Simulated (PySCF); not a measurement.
# How methods differ on the fine-structure interval of Ce³⁺

Ce³⁺ [Xe] 4f1 [4f5/2^1, M_J = 5/2] → Ce³⁺ [Xe] 4f1 [4f7/2^1, M_J = 7/2], as a difference of total energies. Computed with PySCF 2.14 in x2c-TZVPPall-2c, with the two-component X2C-1e Hamiltonian. Correlated levels: [Ar] 3d10 frozen; the 18 highest virtual spinors dropped. "Screened" scales the spin-orbit matrix elements by Boettger's factors to mimic the two-electron term; Breit and QED terms are absent.

```csv
method,fine-structure interval (cm⁻¹)
GHF (screened spin-orbit),2284.6
GMP2 (screened spin-orbit),2360.9
GHF (bare spin-orbit),4749.0
```
